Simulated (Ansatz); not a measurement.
Basis-set series for CH3FGaO, SMILES `C[O][Ga][F]` radical. Charge 0, multiplicity 2. The structure was optimised at the PBE0-D4/def2-TZVP level. It is one conformer, not always the lowest.

```xyz
7

C     0.7098   -0.2349    0.4187
O    -0.5674   -0.8397    0.3334
Ga   -1.8710   -0.0924   -0.6388
F    -1.4580    1.4156   -1.4693
H     1.4654   -0.9333    0.0455
H     0.7885    0.6944   -0.1557
H     0.9329   -0.0096    1.4663
```

| functional | basis | functions | energy (Eh) | HOMO (eV) | LUMO (eV) |
| --- | --- | --- | --- | --- | --- |
| PBE0-D4 | def2-SVP | 89 | -2138.96226 | -7.07 | -3.68 |
| PBE0-D4 | def2-TZVPP | 183 | -2139.47215 | -7.16 | -3.75 |
| ωB97M-V | def2-SVP | 89 | -2139.25876 | -9.19 | -1.97 |
| ωB97M-V | def2-TZVPP | 183 | -2139.77442 | -9.28 | -2.01 |

(1) Give the rows for def2-QZVPP. (Best estimate.)

Answers

(1) Ansatz gave: 
| functional | basis | functions | energy (Eh) | HOMO (eV) | LUMO (eV) |
| --- | --- | --- | --- | --- | --- |
| PBE0-D4 | def2-QZVPP | 350 | -2139.52874 | -7.18 | -3.79 |
| ωB97M-V | def2-QZVPP | 350 | -2139.82893 | -9.33 | -2.12 |

HOMO and LUMO are taken over both spins. Scalar relativity is left out up to krypton.
